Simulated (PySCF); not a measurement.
trisilylphosphine (H9PSi3), singlet, at a GFN2-xTB geometry; SCAN/STO-3G in PySCF.

Input for PySCF:
```python
from pyscf import gto, scf, dft

mol = gto.Mole()
mol.atom = '''
    Si   -0.731504    1.823058   -0.407917
    P     0.188212   -0.173504   -0.737277
    Si    1.864737   -0.162405    0.722091
    Si   -1.275283   -1.529703    0.242275
    H     0.236601    2.814525   -0.869990
    H    -1.054774    2.071249    1.000379
    H    -1.955103    1.860164   -1.204897
    H     2.822957    0.836621    0.255715
    H     2.443405   -1.503574    0.709543
    H     1.428875    0.171890    2.081382
    H    -0.684659   -2.865665    0.231555
    H    -2.496811   -1.479831   -0.557180
    H    -1.574971   -1.136111    1.622375
'''
mol.basis = 'sto-3g'
mol.charge = 0
mol.spin = 0
mol.verbose = 4
mol.build()

mf = dft.RKS(mol)
mf.xc = 'scan'
mf.kernel()
```

**Question.** Write the output that PySCF gives for this input, abridged.

**Answer.** 
```
PySCF version 2.14.0

[INPUT] verbose = 4
[INPUT] num. atoms = 13
[INPUT] num. electrons = 66
[INPUT] charge = 0
[INPUT] spin (= nelec alpha-beta = 2S) = 0
[INPUT] symmetry False subgroup None
[INPUT] Mole.unit = angstrom
[INPUT] Symbol           X                Y                Z      unit          X                Y                Z       unit  Magmom
[INPUT]  1 Si    -0.731504000000   1.823058000000  -0.407917000000 AA   -1.382342219024   3.445080329197  -0.770851411554 Bohr   0.0
[INPUT]  2 P      0.188212000000  -0.173504000000  -0.737277000000 AA    0.355669133357  -0.327875041517  -1.393251607941 Bohr   0.0
[INPUT]  3 Si     1.864737000000  -0.162405000000   0.722091000000 AA    3.523842224343  -0.306900971260   1.364554227013 Bohr   0.0
[INPUT]  4 Si    -1.275283000000  -1.529703000000   0.242275000000 AA   -2.409935601314  -2.890719721926   0.457833396829 Bohr   0.0
[INPUT]  5 H      0.236601000000   2.814525000000  -0.869990000000 AA    0.447111090798   5.318681420741  -1.644042831110 Bohr   0.0
[INPUT]  6 H     -1.054774000000   2.071249000000   1.000379000000 AA   -1.993233983312   3.914093345779   1.890442330766 Bohr   0.0
[INPUT]  7 H     -1.955103000000   1.860164000000  -1.204897000000 AA   -3.694609215316   3.515200506775  -2.276925338310 Bohr   0.0
[INPUT]  8 H      2.822957000000   0.836621000000   0.255715000000 AA    5.334615591424   1.580984560060   0.483231315943 Bohr   0.0
[INPUT]  9 H      2.443405000000  -1.503574000000   0.709543000000 AA    4.617366261393  -2.841343068017   1.340841943602 Bohr   0.0
[INPUT] 10 H      1.428875000000   0.171890000000   2.081382000000 AA    2.700182416238   0.324825023551   3.933241940599 Bohr   0.0
[INPUT] 11 H     -0.684659000000  -2.865665000000   0.231555000000 AA   -1.293817998719  -5.415322014752   0.437575532774 Bohr   0.0
[INPUT] 12 H     -2.496811000000  -1.479831000000  -0.557180000000 AA   -4.718288974801  -2.796475300641  -1.052917602085 Bohr   0.0
[INPUT] 13 H     -1.574971000000  -1.136111000000   1.622375000000 AA   -2.976263844132  -2.146938637106   3.065844421341 Bohr   0.0

nuclear repulsion = 347.6883644485
number of shells = 29
number of NR pGTOs = 135
number of NR cGTOs = 45
basis = sto-3g
ecp = {}

******** <class 'pyscf.dft.rks.RKS'> ********
method = RKS
initial guess = minao
damping factor = 0
level_shift factor = 0
DIIS = <class 'pyscf.scf.diis.CDIIS'>
diis_start_cycle = 1
diis_space = 8
diis_damp = 0
SCF conv_tol = 1e-09
SCF conv_tol_grad = None
SCF max_cycles = 50
direct_scf = True
direct_scf_tol = 1e-13
XC library pyscf.dft.libxc version 7.1.2
    S. Lehtola, C. Steigemann, M. J. T. Oliveira, and M. A. L. Marques,  SoftwareX 7, 1–5 (2018)
XC functionals = scan
    J. Sun, A. Ruzsinszky, and J. P. Perdew,  Phys. Rev. Lett. 115, 036402 (2015)
    J. Sun, A. Ruzsinszky, and J. P. Perdew,  Phys. Rev. Lett. 115, 036402 (2015)
radial grids:
    Treutler-Ahlrichs [JCP 102, 346 (1995); DOI:10.1063/1.469408] (M4) radial grids

becke partition: Becke, JCP 88, 2547 (1988); DOI:10.1063/1.454033
pruning grids: <function nwchem_prune>
grids dens level: 3
symmetrized grids: False
atomic radii adjust function: <function treutler_atomic_radii_adjust>
small_rho_cutoff = 0
Set gradient conv threshold to 3.16228e-05
Initial guess from minao.
tot grids = 164992
init E= -1200.62492881673
  HOMO = -0.288754015087029  LUMO = 0.0587822368656065  gap/eV = 9.45694
cycle= 1 E= -1201.38280500248  delta_E= -0.758  |g|= 0.27  |ddm|= 3.88
  HOMO = -0.0437464360489486  LUMO = 0.211541215461071  gap/eV = 6.94673
cycle= 2 E= -1201.36761608084  delta_E= 0.0152  |g|= 0.329  |ddm|=  1.2
  HOMO = -0.0973266425573147  LUMO = 0.195527084153474  gap/eV = 7.96896
cycle= 3 E= -1201.41373408711  delta_E= -0.0461  |g|= 0.0233  |ddm|= 0.699
  HOMO = -0.0917109627811549  LUMO = 0.200826370314854  gap/eV = 7.96035
cycle= 4 E= -1201.41397348499  delta_E= -0.000239  |g|= 0.00395  |ddm|= 0.0554
  HOMO = -0.0929354938237807  LUMO = 0.199839082691739  gap/eV = 7.96680
cycle= 5 E= -1201.41398082288  delta_E= -7.34e-06  |g|= 0.000255  |ddm|= 0.00827
  HOMO = -0.0928879328204377  LUMO = 0.199857345267713  gap/eV = 7.96600
cycle= 6 E= -1201.4139808561  delta_E= -3.32e-08  |g|= 4.84e-05  |ddm|= 0.000678
  HOMO = -0.092892150368905  LUMO = 0.199850295872147  gap/eV = 7.96593
cycle= 7 E= -1201.41398085733  delta_E= -1.23e-09  |g|= 2.51e-06  |ddm|= 0.000115
  HOMO = -0.0928925457508363  LUMO = 0.199850773975101  gap/eV = 7.96595
cycle= 8 E= -1201.41398085733  delta_E= 1.14e-12  |g|= 1.72e-07  |ddm|= 7.09e-06
  HOMO = -0.092892561881712  LUMO = 0.199850713693997  gap/eV = 7.96595
Extra cycle  E= -1201.41398085733  delta_E= -4.55e-12  |g|= 1.15e-07  |ddm|= 6.18e-07
converged SCF energy = -1201.41398085733
```
